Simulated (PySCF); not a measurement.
**As30H16: Orbital levels and atomic charges**

System: As30H16 (flake arsenene).

Cartesian coordinates (Å):
```
  1 As    0.249    4.378   -0.697
  2 As   -1.566    5.443    0.599
  3 As   -3.418    4.391   -0.681
  4 As   -3.410    2.274    0.641
  5 As   -1.592    1.198   -0.704
  6 As    0.256    2.268    0.581
  7 As    3.912   -1.987   -0.636
  8 As    2.070   -0.901    0.648
  9 As    0.239   -2.022   -0.642
 10 As    0.222   -4.109    0.667
 11 As    2.061   -5.157   -0.595
 12 As    3.901   -4.084    0.715
 13 As    5.728   -5.130   -0.601
 14 As    2.078   -7.279    0.654
 15 As    3.912   -8.290   -0.588
 16 As    5.732   -7.248    0.650
 17 As    7.509   -1.978   -0.620
 18 As    5.717   -0.905    0.606
 19 As    7.521   -4.039    0.668
 20 As   -5.268    1.186   -0.624
 21 As   -5.259   -0.940    0.664
 22 As   -3.440   -2.009   -0.585
 23 As   -1.601   -0.924    0.650
 24 As   -5.233    5.447    0.636
 25 As   -7.057    4.360   -0.629
 26 As   -7.070    2.277    0.648
 27 As    2.086    1.185   -0.668
 28 As   -1.620    7.529   -0.677
 29 As   -3.406    8.540    0.614
 30 As   -5.201    7.520   -0.653
 31 H     1.308    4.980    0.254
 32 H    -0.839   -4.730   -0.290
 33 H     1.033   -7.873   -0.320
 34 H     3.924   -9.510    0.356
 35 H     6.777   -7.830   -0.322
 36 H     8.564   -1.352    0.307
 37 H     5.666    0.286   -0.378
 38 H     8.574   -4.666   -0.260
 39 H    -6.325   -1.540   -0.289
 40 H    -3.396   -3.213    0.385
 41 H    -8.108    4.985    0.307
 42 H    -8.132    1.651   -0.288
 43 H     3.134    1.795    0.299
 44 H    -0.536    8.123    0.236
 45 H    -3.418    9.773   -0.299
 46 H    -6.278    8.128    0.262
```

Method: PBE/def2-SVP, gas phase, PySCF, fitting set def2-universal-JFIT, grid level 1.

Spin-orbit coupling is left out, which matters for the heavier atoms here.

Give the orbital energies near the gap.


| orbital | eV |
| --- | --- |
| HOMO-4 | -5.45 |
| HOMO-3 | -5.33 |
| HOMO-2 | -5.21 |
| HOMO-1 | -5.12 |
| HOMO | -5.10 |
| LUMO | -2.87 |
| LUMO+1 | -2.60 |
| LUMO+2 | -2.58 |
| LUMO+3 | -2.47 |

Give the partial charges of the non-hydrogen atoms.


```csv
atom,Mulliken,IAO,Hirshfeld
As1,0.03,0.02,0.03
As2,-0.03,0.00,0.01
As3,-0.03,-0.02,-0.01
As4,-0.01,-0.01,-0.01
As5,-0.02,-0.02,-0.01
As6,-0.03,0.00,0.01
As7,-0.02,0.00,0.00
As8,-0.02,-0.01,0.00
As9,-0.02,-0.01,0.00
As10,0.03,0.02,0.03
As11,-0.03,0.00,0.00
As12,-0.03,-0.03,-0.01
As13,-0.04,-0.01,0.00
As14,0.02,0.01,0.03
As15,0.01,0.02,0.04
As16,0.02,0.01,0.03
As17,0.01,0.03,0.04
As18,0.01,0.01,0.03
As19,0.02,0.02,0.03
As20,-0.04,-0.01,0.00
As21,0.02,0.02,0.04
As22,0.02,0.02,0.03
As23,-0.02,-0.01,0.00
As24,-0.04,-0.01,0.00
As25,0.02,0.02,0.04
As26,0.02,0.02,0.04
As27,0.03,0.01,0.03
As28,0.02,0.02,0.03
As29,0.01,0.03,0.04
As30,0.02,0.02,0.03
```
